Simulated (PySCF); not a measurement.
# Working out the ionisation energy of Ti+

Ti+ [Ar] 3d2 4s1 (4F) → Ti(2+) [Ar] 3d2 (3F). Calculation: PySCF 2.14, in Sapporo-DKH3-DZP-2012; the spin-free X2C one-electron Hamiltonian (Gaussian nucleus). Frozen: [Ar]. Energies in hartree (1 hartree = 27.21139 eV):

| part | Ti+ (lower) | Ti(2+) (upper) |
| --- | --- | --- |
| UHF | -852.521972 | -852.046613 |
| MP2 opposite-spin | 0.000000 | 0.000000 |
| MP2 same-spin | -0.007312 | -0.001989 |

What does Hartree-Fock give?

(-852.046613) − (-852.521972) = 0.475359 hartree = 12.935 eV.

What do MP2 and SCS-MP2 (6/5 opposite-spin, 1/3 same-spin) give?

The opposite-spin parts differ by 0.000 eV and the same-spin parts by 0.145 eV. MP2: 12.935 + (0.000) + (0.145) = 13.080 eV. SCS-MP2: 12.935 + 1.2 × (0.000) + (0.145)/3 = 12.983 eV.

Reference: 13.575 eV (measured; NIST Atomic Spectra Database, ionization energies), between the lowest levels; spin-orbit coupling is absent from the calculation.

A double-zeta basis recovers only part of the correlation energy.

What remains against the reference includes basis incompleteness, the frozen core and correlation beyond second order.
